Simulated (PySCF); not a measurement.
# Arsenic: highly charged ions in a basis for the neutral atom

As(23+) [Ne], As(24+) [He] 2s2 2p5. Calculation: PySCF 2.14, in 6-31G* (5s4p3d, 32 functions); the non-relativistic Hamiltonian (point nucleus). No spin-orbit coupling, so a gap to NIST mixes the basis error with missing relativistic terms.

Changed run: basis of the neutral atom used for a highly charged ion. This setting is unsound on purpose.

```
species  method  sound run (hartree)  changed run (hartree)  converged
As(23+)     UHF              not run            -1903.99590        yes
As(23+)    MN15              not run            -1904.44840        yes
As(23+)     PBE              not run            -1903.90357        yes
As(24+)     UHF              not run            -1817.27995        yes
As(24+)    MN15              not run            -1817.60784        yes
As(24+)     PBE              not run            -1817.21376        yes
```

Ionisation energy of As(23+):

| method | changed run (eV) | NIST (eV) |
| --- | --- | --- |
| UHF | 2359.7 | 2356.9 ± 1.4 |
| MN15 | 2363.1 | 2356.9 ± 1.4 |
| PBE | 2358.9 | 2356.9 ± 1.4 |

The contracted functions were made for the neutral atom and can be too rigid for a highly charged ion.
